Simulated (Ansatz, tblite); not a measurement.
Removing and adding an electron: In₆N₆H₁₈, a cluster cut from wurtzite InN (hydrogen-capped). Charge 0, multiplicity 1. Geometry: PBE-D4/def2-SVP. Ansatz, gas phase; energy differences of separate SCF runs; the oxidised species was run as a doublet alone; the reduced species was run as a doublet alone.

```tsv
atom	x (Å)	y (Å)	z (Å)
N1	-0.680	-1.829	-1.755
In2	-1.392	0.271	-2.043
In3	-2.404	-0.948	1.235
N4	-2.089	0.812	-0.102
N5	0.571	1.331	-2.189
In6	-1.012	2.572	0.752
In7	0.674	-2.394	-0.068
N8	-0.281	-1.520	1.626
N9	2.382	-1.004	-0.457
In10	2.099	1.211	-0.561
In11	1.005	-0.030	2.681
N12	0.966	1.635	1.194
H13	-1.549	-2.354	-1.554
H14	-0.333	-2.219	-2.644
H15	-2.275	0.415	-3.535
H16	-3.000	-2.219	0.144
H17	-3.159	-0.436	2.717
H18	-3.050	1.172	-0.243
H19	1.006	1.161	-3.108
H20	0.305	2.331	-2.199
H21	-0.694	3.609	-0.656
H22	-1.775	3.069	2.235
H23	1.187	-4.048	-0.226
H24	-0.369	-2.284	2.319
H25	2.944	-1.335	-1.255
H26	2.991	-1.131	0.370
H27	3.574	1.992	-1.052
H28	0.233	0.477	4.157
H29	2.646	-0.698	2.539
H30	1.480	2.392	1.679
```

In the def2 sets In takes a core potential; there is no spin–orbit coupling. The xTB rows come from tblite. Single mean-field runs in def2-TZVP are fitted with def2-universal-jkfit. HOMO above LUMO, or a gap near zero within one spin, warns that the state may not be the lowest or that an electron is smeared out.

| level | −HOMO (eV) | vertical IE (eV) | −LUMO (eV) | vertical EA (eV) | HOMO–LUMO gap (eV) | IE − EA (eV) | remarks |
| --- | --- | --- | --- | --- | --- | --- | --- |
| GFN1-xTB | 8.70 | 10.49 | 5.00 | 3.46 | 3.70 | 7.03 | – |
| GFN2-xTB | 10.75 | 12.48 | 7.47 | 5.70 | 3.27 | 6.78 | – |
| PBE-D4/def2-TZVP | 5.94 | – | 1.89 | 0.33 | 4.05 | – | HOMO above zero (-1 doublet), gap within one spin near zero (-1 doublet) |
| PBE0-D4/def2-TZVP | 7.08 | 8.42 | 1.07 | 0.07 | 6.01 | 8.35 | HOMO above zero (-1 doublet) |

Run but left out: PBE-D4/def2-TZVP (charge +1 doublet: an occupied level 0.01 eV above an empty one).   A HOMO above zero means that the electron is unbound at that level or that self-interaction error raises the level; the energy of removing that electron tells which. Raw xTB energy differences between charge states are shifted by several eV; the methods need an empirical correction for them. Sets without diffuse functions give affinities that are too small.
